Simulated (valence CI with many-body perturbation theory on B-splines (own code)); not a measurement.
Energy levels of Re LXII

Calculated by valence CI with perturbative core correlation (CI+MBPT): four valence electrons over a frozen Dirac-Fock core [Ne], radial functions for each j: 9 s, 9 p, 8 d, 6 f, 3 g, 1 h, with the one-electron correlation potential Σ1, the two-electron term Σ2, the three-electron term Σ3, Breit, model QED; selected CI, second order for the rest, scaled by the run's own slope (own B-spline code, finite nucleus).

No measured spectrum was set against this ion. As an estimate, large intervals hold to a few tenths of a per cent, small ones and those within an open d or f shell to about a per cent.

Levels 1 to 37 of 37, with energies above the lowest level, (3s^2 3p1/2^2) J=0. "Leading %" is the weight of the configuration and term that name the level; weights of strongly mixed levels are sums over their largest components and can fall short, so below about 35 % the name and the second component can differ from the true leading terms, or belong to a minority configuration. In the jj column 3d3/2^4 stands for four electrons in 3d with j = 3/2. Lifetimes count E1, E2, E3, M1 and M2 decay at the calculated energies, and are blank where another channel may lead or the interval is too uncertain; long ones can be off by a factor of two.

```tsv
No.	Configuration	Term	J	E (eV)	Leading %	Lifetime	Leading jj	Second component
1	3s2.3p2	3P	0	0.0	69		3s^2 3p1/2^2 (100 %)	31 % 3s2.3p2 1S
2	3s2.3p2	3P	1	371.5	100	3.09 ns	3s^2 3p1/2 3p3/2 (100 %)	
3	3s2.3p2	1D	2	380.9	64	169 ns	3s^2 3p1/2 3p3/2 (99 %)	35 % 3s2.3p2 3P
4	3s.3p3	3P°	2	543.9	47	35.4 ps	3s 3p1/2^2 3p3/2 (97 %)	27 % 3s.3p3 5S°
5	3s.3p3	3D°	1	571.9	28	1.14 ps	3s 3p1/2^2 3p3/2 (82 %)	24 % 3s.3p3 1P°
6	3s2.3p.3d	3F°	2	595.4	74	94.1 ps	3s^2 3p1/2 3d3/2 (99 %)	20 % 3s2.3p.3d 1D°
7	3s2.3p.3d	3D°	1	640.2	43	193 fs	3s^2 3p1/2 3d3/2 (82 %)	25 % 3s2.3p.3d 1P°
8	3s2.3p.3d	3P°	2	701.8	46	2.80 ps	3s^2 3p1/2 3d5/2 (97 %)	34 % 3s2.3p.3d 3D°
9	3s2.3p.3d	3F°	3	703.0	51	4.27 ps	3s^2 3p1/2 3d5/2 (99 %)	26 % 3s2.3p.3d 1F°
10	3s2.3p2	3P	2	759.6	63	1.21 ns	3s^2 3p3/2^2 (98 %)	35 % 3s2.3p2 1D
11	3s.3p2.3d	3D	1	772.2	44	17.1 ps	3s 3p1/2^2 3d3/2 (99 %)	38 % 3s.3p2.3d 5F
12	3s.3p2.3d	3D	2	779.8	29	17.4 ps	3s 3p1/2^2 3d3/2 (97 %)	18 % 3s.3p2.3d 5F
13	3s2.3p2	1S	0	780.4	68	883 ps	3s^2 3p3/2^2 (98 %)	31 % 3s2.3p2 3P
14	3s.3p2.3d	3D	3	873.5	35	3.74 ps	3s 3p1/2^2 3d5/2 (98 %)	20 % 3s.3p2.3d 5D
15	3s.3p2.3d	3F	2	887.7	27	3.38 ps	3s 3p1/2^2 3d5/2 (97 %)	21 % 3s.3p2.3d 1D
16	3s.3p3	3D°	2	906.4	49	1.64 ps	3s 3p1/2 3p3/2^2 (96 %)	45 % 3s.3p3 5S°
17	3s.3p3	3D°	3	925.3	94	2.39 ps	3s 3p1/2 3p3/2^2 (94 %)	
18	3s.3p3	3P°	0	937.0	86	1.32 ps	3s 3p1/2 3p3/2^2 (86 %)	13 % 3s2.3p.3d 3P°
19	3s.3p3	1D°	2	951.9	55	630 fs	3s 3p1/2 3p3/2^2 (71 %)	12 % 3s2.3p.3d 3D°
20	3s.3p3	3P°	1	952.2	33	772 fs	3s 3p1/2 3p3/2^2 (82 %)	20 % 3s.3p3 3D°
21	3s.3p3	3S°	1	963.8	31	274 fs	3s 3p1/2 3p3/2^2 (97 %)	27 % 3s.3p3 3P°
22	3s2.3p.3d	3F°	3	1004.8	45	402 fs	3s^2 3p3/2 3d3/2 (94 %)	37 % 3s2.3p.3d 1F°
23	3s2.3p.3d	3D°	2	1009.4	39	183 fs	3s^2 3p3/2 3d3/2 (70 %)	20 % 3s.3p3 1D°
24	3s2.3p.3d	3P°	1	1009.9	46	231 fs	3s^2 3p3/2 3d3/2 (82 %)	32 % 3s2.3p.3d 3D°
25	3s2.3p.3d	3P°	0	1011.1	86	275 fs	3s^2 3p3/2 3d3/2 (86 %)	14 % 3s.3p3 3P°
26	3s2.3p.3d	3F°	4	1066.7	99	1.84 ns	3s^2 3p3/2 3d5/2 (99 %)	
27	3s2.3p.3d	3P°	2	1076.7	44	4.77 ps	3s^2 3p3/2 3d5/2 (96 %)	41 % 3s2.3p.3d 1D°
28	3s2.3p.3d	3D°	3	1099.9	62	1.49 ps	3s^2 3p3/2 3d5/2 (95 %)	36 % 3s2.3p.3d 1F°
29	3s2.3p.3d	1P°	1	1110.3	62	2.10 ps	3s^2 3p3/2 3d5/2 (97 %)	24 % 3s2.3p.3d 3P°
30	3s.3p2.3d	5F	2	1114.1	24	2.38 ps	3s 3p1/2 3p3/2 3d3/2 (67 %)	20 % 3p4 3P
31	3s.3p2.3d	5D	0	1121.3	74	12.0 ps	3s 3p1/2 3p3/2 3d3/2 (93 %)	14 % 3s.3p2.3d 3P
32	3s.3p2.3d	5D	1	1124.0	51	12.7 ps	3s 3p1/2 3p3/2 3d3/2 (99 %)	23 % 3s.3p2.3d 5F
33	3s.3p2.3d	5F	3	1129.6	43	11.8 ps	3s 3p1/2 3p3/2 3d3/2 (97 %)	35 % 3s.3p2.3d 3F
34	3p4	3P	2	1134.4	30	763 fs	3s 3p1/2 3p3/2 3d3/2 (49 %)	20 % 3s.3p2.3d 5F
35	3p4	1S	0	1146.9	44	613 fs	3p1/2^2 3p3/2^2 (70 %)	25 % 3p4 3P
36	3s.3p2.3d	3G	4	1147.1	31	34.0 ps	3s 3p1/2 3p3/2 3d3/2 (95 %)	19 % 3s.3p2.3d 5F
37	3s.3p2.3d	3F	2	1161.2	57	666 fs	3s 3p1/2 3p3/2 3d3/2 (87 %)	9 % 3s.3p2.3d 3P
```

The ionisation energy to 3s2.3p 2P°_1/2 of the next ion comes out as 6811.6 eV (NIST: 6810 ± 12 eV (theoretical)). All 37 levels together are meant to be complete up to 1166.1 eV.
